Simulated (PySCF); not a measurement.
Basis and Hamiltonian dependence of the excitation energy of Mo⁺

Mo⁺ [Kr] 4d5 (6S) → Mo⁺ [Kr] 4d4 5p1 (high-spin determinant). Calculated with PySCF 2.14 from differences of total energies of unrestricted determinants, without spin-orbit coupling. Values in eV.

| basis | Hamiltonian | functions | UHF | LDA | PBE0 | MP2 (valence) | CCSD(T) (valence) | CCSD(T) (valence and next inner shell) |
| --- | --- | --- | --- | --- | --- | --- | --- | --- |
| aug-cc-pVDZ-PP with ECP28MDF | ECP | 54 | 5.564 | 5.804 | 5.832 | 5.856 | 5.837 | n/a |
| def2-TZVPPD with the def2 core potential (28 electrons) | ECP | 56 | 5.593 | 5.880 | 5.889 | 5.948 | 5.930 | 5.939 |
| ANO-RCC-VTZP | spin-free X2C | 68 | 5.528 | 5.902 | 5.912 | 5.904 | 5.886 | 5.942 |
| aug-cc-pwCVDZ-PP with ECP28MDF | ECP | 70 | 5.534 | 5.793 | 5.817 | 5.885 | 5.863 | 5.767 |
| x2c-TZVPPall | spin-free X2C | 79 | 5.581 | 5.916 | 5.931 | 5.936 | 5.913 | 5.961 |
| def2-QZVPPD with the def2 core potential (28 electrons) | ECP | 81 | 5.565 | 5.858 | 5.876 | 5.932 | 5.910 | 5.927 |
| aug-cc-pVTZ-PP with ECP28MDF | ECP | 88 | 5.527 | 5.788 | 5.815 | 5.874 | 5.848 | n/a |
| x2c-TZVPPall with one added diffuse shell each of s, p, d, f type | spin-free X2C | 95 | 5.571 | 5.906 | 5.919 | 5.924 | 5.898 | 5.946 |
| aug-cc-pVTZ-DK | spin-free X2C | 102 | 5.511 | 5.859 | 5.866 | 5.860 | 5.832 | n/a |
| x2c-QZVPPall | spin-free X2C | 111 | 5.522 | 5.897 | 5.901 | 5.887 | n/a | n/a |
| aug-cc-pVTZ-PP with one added diffuse shell each of s, p, d, f, g type with ECP28MDF | ECP | 113 | 5.527 | 5.787 | 5.815 | 5.874 | n/a | n/a |
| aug-cc-pwCVTZ-PP with ECP28MDF | ECP | 122 | 5.521 | 5.790 | 5.812 | 5.886 | n/a | n/a |

Frozen in the all-electron rows: valence: [Kr]; valence and next inner shell: [Ar] 3d10; with a core potential, the same shells as far as they lie outside it.

One determinant mixes LS terms of the configuration, so the numbers do not refer to single terms.
